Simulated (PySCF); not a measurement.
Species: C5H5N3.
SMILES: `C#Cc1nn[nH]c1C`

The closed-shell ground state was solved at several levels (PySCF, density fitting, gas phase, non-relativistic). Geometry: GFN2-xTB; no solvent, vibrations or thermal averaging.

| level | basis functions | total energy (Eh) | HOMO (eV) | LUMO (eV) | gap (eV) | dipole (D) |
| --- | --- | --- | --- | --- | --- | --- |
| B3LYP/pcJ-1 | 266 | -357.7015 | -6.75 | -0.62 | 6.13 | 5.14 |
| PBE0/pcSseg-1 | 161 | -357.2356 | -6.98 | -0.41 | 6.57 | 5.20 |

**Question.** What might CAM-B3LYP/def2-SVPD (200 basis functions) give for the same quantities?

**Answer.** Total energy -357.2660 Eh, HOMO -8.21 eV, LUMO 0.62 eV, gap 8.83 eV, dipole 5.16 D.

**Question.** Over all these levels, which gives the widest orbital gap and which the narrowest?

**Answer.** CAM-B3LYP/def2-SVPD (range-separated hybrid) has the widest, 8.83 eV, and B3LYP/pcJ-1 (global hybrid, 20 % exact exchange) the narrowest, 6.13 eV. Functional and basis both differ between the two, so the spread mixes both effects.

**Question.** How far do the dipole and the HOMO energy spread over the levels?

**Answer.** The dipole runs from 5.14 to 5.20 D (mean 5.17 D) and the HOMO from -8.21 to -6.75 eV.
